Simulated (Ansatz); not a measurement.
Geometry optimisation, RKS B3LYP-D4/6-31G in Ansatz 0.2.0.

Input file:

```yaml
crystal:
  periodic: [false, false, false]
  atoms:
    - { symbol: C, position_ang: [-0.3266, -2.7136, -1.3223] }
    - { symbol: C, position_ang: [0.1794, -1.5854, -0.8009] }
    - { symbol: F, position_ang: [1.4623, -1.6252, -0.4963] }
    - { symbol: O, position_ang: [-0.4952, -0.4398, -0.5819] }
    - { symbol: C, position_ang: [-1.84123, -0.38497, -0.92648] }
    - { symbol: C, position_ang: [-2.52491, 0.64625, 0.00841] }
    - { symbol: Si, position_ang: [-2.24377, -0.01814, -2.77948] }
    - { symbol: H, position_ang: [0.2544, -3.5426, -1.5138] }
    - { symbol: H, position_ang: [-1.4203, -2.6623, -1.5613] }
    - { symbol: H, position_ang: [-2.30207, -1.34562, -0.72811] }
    - { symbol: H, position_ang: [-2.31254, 0.38543, 1.02867] }
    - { symbol: H, position_ang: [-2.11953, 1.63727, -0.16048] }
    - { symbol: H, position_ang: [-3.59235, 0.73328, -0.11027] }
    - { symbol: H, position_ang: [-1.60721, -0.97857, -3.67484] }
    - { symbol: H, position_ang: [-3.6859, -0.02015, -2.99986] }
    - { symbol: H, position_ang: [-1.75492, 1.36552, -3.15052] }
basis:
  gaussian: { orbitals: "6-31G" }
hamiltonian:
  xc: b3lyp
  dispersion: d4
relax:
  f_tol: 0.015
  max_steps: 40
```

Launched with:

```bash
$ ansatz run input.yaml --threads 1 --pin off --max-ram 2048MiB --backend cpu --events-out ev --progress --plain --runs-dir out
```

Where does it end, and by what steps?

The run converged. Limits of this set-up: no polarisation functions. After 11 steps the energy has fallen by 0.667 eV; H9 moved furthest, 0.32 Å.

```
step  energy less start (eV)  largest force component (eV/Å)  accepted
   0                  0.0000                           3.134       yes
   1                 -0.5399                           1.713       yes
   2                 -0.6542                           0.452       yes
   3                 -0.6631                           0.104       yes
   4                 -0.6656                           0.073       yes
   5                 -0.6659                           0.033       yes
   6                 -0.6664                           0.034       yes
   7                 -0.6666                           0.025       yes
   8                 -0.6668                           0.023       yes
   9                 -0.6670                           0.026       yes
  10                 -0.6671                           0.022       yes
  11                 -0.6672                           0.011       yes
```

```xyz
16
Properties=species:S:1:pos:R:3
C -0.320 -2.810 -1.351
C 0.124 -1.648 -0.869
F 1.443 -1.492 -0.494
O -0.517 -0.468 -0.643
C -1.976 -0.378 -0.904
C -2.488 0.716 0.025
Si -2.265 0.035 -2.786
H 0.360 -3.644 -1.441
H -1.342 -2.949 -1.669
H -2.431 -1.341 -0.639
H -2.294 0.451 1.070
H -1.992 1.668 -0.185
H -3.568 0.850 -0.105
H -1.463 -0.871 -3.667
H -3.728 -0.131 -3.096
H -1.870 1.463 -3.015
```

Whether the end is a true minimum wasn't checked by a vibrational analysis.

Time of the run: 3.5 min on 1 thread of Intel(R) Xeon(R) Processor @ 2.50GHz (Skylake/Cascade Lake), on a shared host, peak memory 0.23 GiB.
